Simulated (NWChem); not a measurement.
# CH$_{4}$AlFOS; SMILES C[S][Al]([OH])[F]

```xyz
9

Al    -0.0920     0.7676    -0.0007
F      0.8112     2.1609     0.0015
O     -1.7840     0.8157     0.0221
H     -2.3378     1.5970     0.0476
S      0.8851    -1.1525    -0.0312
C     -0.5806    -2.2577    -0.0275
H     -1.5209    -1.6926     0.0083
H     -0.5170    -2.9149     0.8498
H     -0.5584    -2.8696    -0.9391
```
Atoms are numbered in this order, from 1.

Level: PBE0/def2-SVP (NWChem), optimised geometry, unscaled harmonic frequencies. 

```tsv
frequency (cm⁻¹)	IR intensity (km/mol)
58	1.2
94	0.3
131	1.8
215	29.5
235	11.5
248	18.9
317	177.7
486	45.0
551	127.3
718	6.2
833	197.9
952	105.7
970	7.0
990	5.4
1340	5.6
1457	6.3
1458	6.6
3077	18.8
3193	1.4
3201	0.7
3992	134.5
```

```yaml
zero_point_energy: 35.0 kcal/mol
thermal correction to the enthalpy at 298.15 K (with zero-point energy): 40.5 kcal/mol
heat capacity Cv: 24.2 cal/(mol K)
entropy at 298.15 K and 1 atm (symmetry number 1): 87.4 cal/(mol K)
dipole_moment: 2.47 D
```

Rigid rotor and harmonic oscillator; modes under 100 cm⁻¹ make the entropy uncertain.
